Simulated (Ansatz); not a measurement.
`FC(F)=[CH][AlH2]` + `O=[CH][GeH2][Cl]` → `O=[CH][GeH2][AlH2]` + `FC(F)=CCl` at 500 K and 1 bar (formal exchange of groups at the Al–C bond).

Isolated molecules relaxed with PBE0-D4/def2-TZVP in Ansatz; ΔE leaves out vibrations. CBS: MP2 limit from def2 TZ/QZ plus the TZ coupled-cluster correction, frozen cores. For Ge outer-core shells are correlated without core-valence functions, which leaves a few kJ/mol of doubt a bond. Scalar relativity is left out up to krypton. Each species was taken in one conformer, which may not be the lowest.

```
             species  CCSD(T)/CBS energy (Eh)  H − E (kJ/mol)  S (J/(mol·K))
  `FC(F)=[CH][AlH2]`               -519.46323           146.9          382.4
  `O=[CH][GeH2][Cl]`              -2650.92278           129.6          387.6
`O=[CH][GeH2][AlH2]`              -2434.30864           170.6          437.4
         `FC(F)=CCl`               -736.01906           105.6          344.3
```

H − E and S are ideal-gas, rigid-rotor, harmonic terms from PBE0-D4/def2-TZVP, for one conformer and one mirror image of each species. 1 Eh = 2625.50 kJ/mol, R = 8.31446 J/(mol·K).

Q: By hand: ΔE, ΔH, ΔS and ΔG.

A: ΔE = (-2434.30864) + (-736.01906) − (-519.46323) − (-2650.92278) = 0.05831 Eh = 153.1 kJ/mol. Δ(H − E) = 170.6 + 105.6 − 146.9 − 129.6 = -0.3, so ΔH = 152.8 kJ/mol. ΔS = 437.4 + 344.3 − 382.4 − 387.6 = 11.7 J/(mol·K). ΔG = 152.8 − 500 × (11.7)/1000 = 147.0 kJ/mol.

Q: By hand: the equilibrium constant, and the temperature at which ΔG would vanish if ΔH and ΔS stayed fixed.

A: log₁₀ K = −ΔG/(RT ln 10) = -15.4. ΔG = 0 at ΔH/ΔS = 13060 K, far beyond where these terms or the molecules hold.

The number of gas molecules stays the same, so ΔS is small and ΔH decides. A doubt of 5 kJ/mol in ΔE shifts log₁₀ K by 0.5 here. Other conformers and mirror images would add mixing entropy, several J/(mol·K) or more a flexible species. Modes under 60 cm⁻¹, often nearly free rotors, make the harmonic entropy too high. These are equilibria of isolated gas molecules and say nothing of rates. Largest T1 diagnostic: 0.015 (customary marks: 0.02 for closed shells, 0.045 for open ones).
